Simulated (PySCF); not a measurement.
Electron correlation in O(2+) (oxygen, charge +2)

[He] 2s2 2p2, high-spin 3P determinant. Computed with PySCF 2.14 in cc-pVDZ-DK, with the spin-free X2C one-electron Hamiltonian (Gaussian nucleus). Frozen: 1s2; 4 electrons correlated.

MP2 pair energies summed by pair of shells (mhartree):

```
 pair  energy  share (%)
2s-2p  -32.12       57.8
2s-2s  -18.76       33.8
2p-2p   -4.66        8.4
```

Total MP2 correlation energy: -55.54 mhartree.

Same-spin part -7.79 and opposite-spin part -47.75 mhartree; SCS-MP2 scales them by 1/3 and 6/5 to -59.90 mhartree.

```json
{"level": "CCSD", "correlation energy (mhartree)": "-77.79"}
{"level": "(T)", "correlation energy (mhartree)": "-0.60"}
{"level": "CCSD(T)", "correlation energy (mhartree)": "-78.39"}
```

Diagnostics: T1 = 0.0043, D1 = 0.0083, largest double amplitude 0.124.

Is a single reference adequate?

Mostly. T1 lies below 0.03, but a double amplitude of this size points to a near-degeneracy that CCSD handles and MP2 describes poorly.
